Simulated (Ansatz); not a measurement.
The cluster Re₂O₂. The state is a triplet with charge 0. Geometry PBE0-D4/def2-TZVP, that of the charge +1 doublet; atoms count from 1.

```xyz
4

Re   -0.833   -0.589    0.553
Re    0.275    0.865   -0.740
O     1.134    1.798    0.325
O    -0.576   -2.074   -0.138
```

In the def2 sets Re takes a core potential; there is no spin–orbit coupling. The charge 0 triplet is spin-contaminated (final ⟨S²⟩ up to 2.30, 2.00 for a pure state). The structure comes from a short search, and lower isomers may exist.

Problem. Estimate the Mulliken populations from the PBE0/def2-TZVP orbitals of Ansatz.

Solution. 
| atom | charge (e) | spin (α − β) | d electrons |
| --- | --- | --- | --- |
| Re1 | 0.50 | 1.98 | 5.18 |
| Re2 | 0.40 | -0.05 | 5.18 |
| O3 | -0.43 | -0.03 | – |
| O4 | -0.47 | 0.10 | – |
Mulliken values and Mayer orders depend strongly on the basis.

Problem. Where does the spin sit?

Solution. Summed by element: Re 1.92, O 0.08, of 2 unpaired in all. Largest on single atoms: Re1 1.98, O4 0.10, Re2 -0.05.

Problem. And the Mayer bond orders between bonded heavy atoms (over 0.3)?

Solution. Re1–Re2 2.62 (2.24 Å); Re1–O4 2.06 (1.66 Å); Re2–O3 2.16 (1.66 Å).
